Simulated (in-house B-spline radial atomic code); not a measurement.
Values are calculated unless marked as measured or tabulated.
Making a Troullier-Martins s channel for Ga, r_c = 1.43 bohr

Ga, [Ar] 3d10 4s2 4p1, non-relativistic LDA (VWN5), spherical and spin-unpolarised, from an all-electron radial atomic-structure program (B-spline basis) (atomic units). The all-electron 4s level is ε = -0.328019 hartree, its outermost node lies just inside 0.83 bohr and its outer maximum at 1.91 bohr.

Inside r_c the pseudo-orbital is u(r) = r^1 exp(p(r)), with p = c0 + c2 r² + c4 r⁴ + … + c12 r¹². The seven coefficients follow from p and its first four derivatives at r_c, from zero curvature of the screened potential at the origin, c4 = −c2²/(2l + 5), and from the norm inside r_c. At r_c the all-electron orbital has P = 0.6026058, P' = 0.5052341, the screened potential V = -1.528911, V' = 2.411986, V'' = -5.702637, and the norm inside is Q = 0.1250979.

(1) What are p, p' and p'' at r_c?

For a trial c2 the five matching conditions are linear in c0, c6, c8, c10 and c12, and c2 is varied until the norm inside r_c equals Q. The root nearest zero gives:

| n | c_n |
| --- | --- |
| 0 | -1.051011 |
| 2 | -0.5831291 |
| 4 | -0.06800791 |
| 6 | 1.416696 |
| 8 | -1.206679 |
| 10 | 0.3909355 |
| 12 | -0.04553176 |

(2) Check c4 and p(r_c), and find the screened pseudopotential at the origin.

Orbitals and screened potentials:

| r (bohr) | P | u | V all-electron | V pseudo |
| --- | --- | --- | --- | --- |
| 0.143 | 0.1915 | 0.0494 | -133.4 | -2.065 |
| 0.358 | -0.2036 | 0.1163 | -31.26 | -1.687 |
| 0.572 | -0.2888 | 0.1702 | -12.32 | -0.3364 |
| 0.786 | -0.04762 | 0.226 | -6.035 | 1.434 |
| 1.001 | 0.2365 | 0.3182 | -3.457 | 1.795 |
| 1.216 | 0.4588 | 0.4643 | -2.211 | -0.4979 |
| 1.43 | 0.6026 | 0.6026 | -1.529 | -1.529 |

Logarithmic derivatives P'/P at R = 1.73 bohr, for energies E around ε:

| E − ε (hartree) | all-electron | pseudo |
| --- | --- | --- |
| -0.5 | 0.685394 | 0.678376 |
| -0.25 | 0.461847 | 0.459711 |
| -0.1 | 0.316088 | 0.315699 |
| 0 | 0.213296 | 0.213296 |
| 0.1 | 0.10549 | 0.105023 |
| 0.25 | -0.0667664 | -0.0701575 |
| 0.5 | -0.387379 | -0.405217 |

(3) With P(R) = 0.6968334 and a norm of 0.2554584 inside R, what slope in energy does norm conservation fix?

Answers

(1) p = ln(P/r_c^1) = ln(0.6026058/1.43) = -0.86417. p' = P'/P − 1/r_c = 0.83842 − 0.69930 = 0.13911. The radial equation gives p'' = 2(V − ε) − 2(1) p'/r_c − p'² = -2.40178 − (0.19457) − 0.01935 = -2.61570. Differentiating, p''' = 2V' + 2(1)p'/r_c² − 2(1)p''/r_c − 2p'p'' = 9.3461, and p'''' = 2V'' − 4(1)p'/r_c³ + 4(1)p''/r_c² − 2(1)p'''/r_c − 2p''² − 2p'p''' = -46.068.

(2) −c2²/5 = -0.0680079, as listed. The terms c_n r_c^n are -1.05101, -1.19244, -0.28438, 12.11415, -21.09989, 13.97866, -3.32925, which sum to -0.86417. Inverting the radial equation, V_l(r) = ε + 1 p'/r + (p'' + p'²)/2, so V_l(0) = ε + (2l + 3) c2 = -0.328019 + 3 × (-0.583129) = -2.0774 hartree, finite where the all-electron potential diverges.

(3) d(P'/P)/dE = −2 × (norm inside R)/P(R)² = -1.0522 per hartree·bohr at E = ε, for both atoms, since orbital and norm agree at R. Differences over ±0.1 hartree give -1.0530 (all-electron) and -1.0534 (pseudo), which also hold third-order terms. Half a hartree below ε the two curves differ by -0.0070.
